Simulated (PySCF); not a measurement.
A PySCF script (with the pyscf-properties extension) for the NMR shieldings of `C1=CC=C(PCC#C)O1`, C$_{7}$H$_{7}$OP, on a GFN2-xTB geometry:

```python
import basis_set_exchange as bse
import numpy as np
from pyscf import gto, dft
from pyscf.prop import nmr

atoms = """
C     2.269738    1.315628    0.234549
C     2.130991    0.141727    0.042104
C     1.895794   -1.253584   -0.224417
P     0.383203   -1.515650   -1.310797
C    -0.772017   -0.477826   -0.384535
C    -1.376537    0.722365   -0.639200
C    -2.226759    0.971531    0.461635
C    -2.085431   -0.095065    1.294710
O    -1.215503   -0.980492    0.788227
H     2.425377    2.335405    0.422719
H     2.752669   -1.700459   -0.737691
H     1.724478   -1.800773    0.708901
H     0.691288   -0.499468   -2.221710
H    -1.225205    1.345142   -1.497180
H    -2.852424    1.827943    0.610226
H    -2.527262   -0.327482    2.243497
"""
names = dict.fromkeys(["C", "P", "O", "H"], "pcSseg-1")
basis = {el: gto.basis.parse(bse.get_basis(n, elements=[el], fmt="nwchem")) for el, n in names.items()}
mol = gto.M(atom=atoms, basis=basis, charge=0, verbose=0)
mf = dft.RKS(mol, xc="PBE0")
mf.grids.level = 2
mf.grids.alignment = dft.numint.BLKSIZE   # the property module wants whole blocks of grid points
mf.conv_tol = 1e-9
mf.kernel()

calc = nmr.RKS(mf)   # GIAO
C = mf.mo_coeff
Co = C[:, mf.mo_occ > 0]
resp = mf.gen_response(singlet=True, hermi=2)
def vind(x):   # induced exchange potential for any number of trial vectors
    d = np.einsum("pi,xij,qj->xpq", C, 2 * x.reshape(-1, C.shape[1], Co.shape[1]), Co, optimize=True)
    return np.einsum("xpq,pi,qj->xij", resp(d - d.transpose(0, 2, 1)), C, Co, optimize=True).ravel()
mo1, _ = nmr.rhf.solve_mo1(calc, with_cphf=vind)
sigma = calc.kernel(mo1)
for i, s in enumerate(sigma):   # ppm
    w = np.linalg.eigvalsh((s + s.T) / 2)
    print("%2d %-2s iso %8.1f  s11 %8.1f  s22 %8.1f  s33 %8.1f" % (i, mol.atom_pure_symbol(i), w.mean(), *w))
```

**Question.** Give the expected output.

**Answer.** 
```
 0 C  iso    107.7  s11     36.8  s22     47.1  s33    239.3
 1 C  iso    100.6  s11     -3.6  s22     11.6  s33    293.7
 2 C  iso    170.5  s11    159.0  s22    171.8  s33    180.8
 3 P  iso    389.1  s11    327.3  s22    386.7  s33    453.4
 4 C  iso     31.6  s11    -38.3  s22     30.5  s33    102.7
 5 C  iso     60.4  s11    -33.9  s22     64.9  s33    150.3
 6 C  iso     69.5  s11    -17.9  s22     64.7  s33    161.7
 7 C  iso     35.1  s11    -43.2  s22     41.9  s33    106.7
 8 O  iso     24.3  s11   -112.4  s22    -71.1  s33    256.4
 9 H  iso     30.2  s11     24.5  s22     25.9  s33     40.0
10 H  iso     29.4  s11     23.7  s22     27.5  s33     37.0
11 H  iso     29.1  s11     25.2  s22     26.8  s33     35.3
12 H  iso     27.4  s11     24.0  s22     26.4  s33     32.0
13 H  iso     24.7  s11     22.8  s22     23.7  s33     27.5
14 H  iso     25.1  s11     23.1  s22     25.4  s33     26.6
15 H  iso     24.0  s11     21.2  s22     24.7  s33     26.0
```

These numbers come from an equivalent density-fitted implementation of the same equations, which agrees with the script to about 0.01 ppm for H and up to a few tenths of a ppm for heavy atoms, so last digits may differ.

Size and cost of the density-fitted run: 195 basis functions, 31 s wall time on 1 thread of an Intel Xeon 6975P-C, shared host; peak memory 0.86 GiB.
